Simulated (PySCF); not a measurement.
Species: C3H8FNSi.
Z-matrix (Å and degrees, GFN2-xTB geometry), rows numbered from 1:
```
F 
C   1  1.3812
Si  2  1.9137  1  109.49
C   3  1.9120  2  122.41  1  -109.81
C   4  1.5331  3   87.55  2  -116.56
N   5  1.4584  4   96.90  3    10.84
H   2  1.0919  1  106.20  3   121.05
H   2  1.0916  1  106.33  3  -123.60
H   3  1.4684  2  107.61  1    27.23
H   4  1.0851  3  116.80  2    -2.47
H   4  1.0840  3  116.80  2   128.17
H   5  1.0939  4  112.22  3  -107.05
H   5  1.0931  4  114.73  3   128.30
H   6  1.0071  3  135.61  2   -81.36
```

Lines to be assigned: C 1s: 289.92 (area 1), 291.45 (area 1), 292.19 (area 1) eV; N 1s: 404.12 eV; F 1s: 692.06 eV; Si 1s: 1846.49 eV; Si 2p3/2: 106.66 eV.

Level of theory: delta-SCF UKS SCAN, pcX-2 on the ionised atom, pcseg-1 elsewhere, spin-free X2C (PySCF 2.14.0). One conformer (not necessarily the lowest) at the GFN2-xTB geometry, without solvent, vibrations or thermal averaging.

**Question.** Which carbon gives which C 1s line?

**Answer.** 289.92 eV: C4 (sp3 carbon bound to silicon); 291.45 eV: C5 (sp3 carbon bound to nitrogen); 292.19 eV: C2 (sp3 C–F carbon). The listed C 1s values span 2.27 eV, from C4 (bonded to C, 2 H and Si) to C2 (bonded to F, 2 H and Si). Summing the Pauling electronegativity differences to the bonded atoms, each weighted by its formal bond order, gives -1.35 for the lowest site and +0.08 for the highest; no listed site has a larger sum than the highest.

Bonded neighbours of each site: F1: C; C2: F, 2 H and Si; Si3: N, 2 C and H; C4: C, 2 H and Si; C5: N, C and 2 H; N6: C, H and Si.

**Question.** Express the binding energy of Si 1s of Si3 in atomic units and per mole.

**Answer.** 1846.49 eV = 67.8573 Eh = 178159 kJ/mol.

Spin–orbit coupling isn't in the SCF: each 2p doublet comes from a relaxed spin-free hole plus a matrix of the shell (mean-field spin–orbit coupling and the ground-state 2p splitting), with 2p3/2 averaged over its two sublevels. 2p1/2 minus 2p3/2 (ligand field included): Si 0.62 eV.
